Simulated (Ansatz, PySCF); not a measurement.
Breaking a bond: LiNa, singlet. Each curve is given relative to its own lowest point near equilibrium.

```csv
R / Å,A,B,C
2.33,39.0,26.7,38.7
2.48,20.0,12.8,21.2
2.63,6.9,4.5,9.7
2.75,2.0,1.1,4.1
2.83,0.6,0.1,1.8
2.93,0.0,0.0,0.3
2.99,0.2,0.5,0.0
3.07,0.8,1.8,0.3
3.26,3.9,6.7,3.4
3.40,6.9,11.6,7.3
3.65,12.8,21.9,16.7
3.91,18.7,33.7,28.2
4.36,26.8,50.9,49.4
4.85,32.4,62.8,71.0
5.34,35.5,69.7,89.1
5.82,37.1,73.3,102.7
6.39,38.0,75.5,113.8
7.18,38.6,76.7,120.9
7.83,38.7,77.1,120.7
8.89,38.9,77.3,111.5
```

Energies in kJ/mol.

Question: Match the curves with the methods Ansatz (a quantum-chemistry and plane-wave program) with MP2 on RHF/cc-pVDZ, frozen core; unrestricted B3LYP/6-31G*, spherical d run with PySCF; Ansatz with MP2 on UHF/cc-pVDZ, frozen core.

Answer: A is UMP2; B is UKS-B3LYP/6-31G*; C is RMP2.

The restricted form behind RMP2 keeps the bonding electrons paired and can't separate into open-shell fragments. The T1 diagnostic of CCSD on the restricted reference of RMP2 exceeds 0.045 at 4.36 to 8.89 Å. The unrestricted determinant behind UKS-B3LYP/6-31G* is spin-contaminated at 4.36 to 8.89 Å (<S²> up to 1.0, against 0.00 for a pure singlet). The unrestricted determinant behind UMP2 is spin-contaminated at 2.33 to 8.89 Å (<S²> up to 1.0, against 0.00 for a pure singlet).
